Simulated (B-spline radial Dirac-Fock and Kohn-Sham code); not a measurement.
## V: input and output of one calculation

ΔSCF core binding energies without Breit or QED terms, calculated with a radial atomic solver. Keys: rel is the Hamiltonian (dirac, or spin-free x2c and nr, where L3 and M5 stand for the whole 2p and 3d shells), method is hf or an exchange,correlation pair (spin-unpolarised, also for the hole states), nuc the nuclear model, radius_factor scales its radius, rmax is the box in bohr, h the logarithmic mesh step, order the B-spline order, points the quadrature points per cell, c_factor scales the speed of light, and damp, ndamp, maxit and tol steer the iteration. The run stops when the commutator error falls below 10·tol·max(1, Z/10), or the numerical noise floor, and the energy has settled to about 1e-8 Ha; the virial ratio is −V/T.

Input (task.json):

```json
{"items": [{"Z": 23, "q": 0, "cfg": [[1, 0, 2], [2, 0, 2], [2, 1, 6], [3, 0, 2], [3, 1, 6], [3, 2, 3], [4, 0, 2]], "A": 51, "rrms": 3.6002, "do": "settings", "holes": ["K", "L3", "M5"],
  "settings": [{"rel": "dirac", "method": "hf", "nuc": "fermi", "radius_factor": 1.0, "rmax": 45.0, "h": 0.3, "order": 8, "points": 10, "c_factor": 0.0558, "maxit": 96, "damp": 0.5, "ndamp": 3, "tol": 1e-08}]}]}
```

Command: `python xray2_run.py task.json out`

Ground-state iterations:

```
iter   energy (Ha)        error
   1     -898.22983495  4.80e+00
   2    -1151.70396845  1.41e+00
   3    -1153.69982831  5.90e-01
   4    -1153.79911891  3.24e-01
   5    -1153.84278309  4.41e-02
   6    -1153.84462398  1.20e-02
   7    -1153.84597337  4.05e-03
   8    -1153.84654750  2.94e-03
   9    -1153.84678031  1.32e-03
  10    -1153.84681054  4.54e-04
  11    -1153.84681367  1.92e-04
  12    -1153.84681488  4.84e-05
  13    -1153.84681493  1.65e-05
  14    -1153.84681494  2.06e-06
  15    -1153.84681494  1.07e-07
```

The ground state converged in 15 iterations, with total energy -1153.84681 Ha, virial ratio 1.15469 and highest orbital energy -3.16 eV. ΔSCF binding energies: K (1s) 3097.1 eV, L3 (2p3/2) 334.9 eV (not all states converged, so these are not final). Holes are computed only in closed shells, and unreliable hole states are left out.

Question: One setting is unsound. Which, and why?

Answer: c_factor makes c so small that Zα exceeds 1, so any numbers that come out have no meaning. With the default settings (Dirac Hartree-Fock): The ground state converged in 12 iterations, with total energy -948.18874 Ha, virial ratio 1.98862 and highest orbital energy -6.38 eV. ΔSCF binding energies: K (1s) 5484.3 eV, L3 (2p3/2) 526.3 eV. Holes are computed only in closed shells, and unreliable hole states are left out.
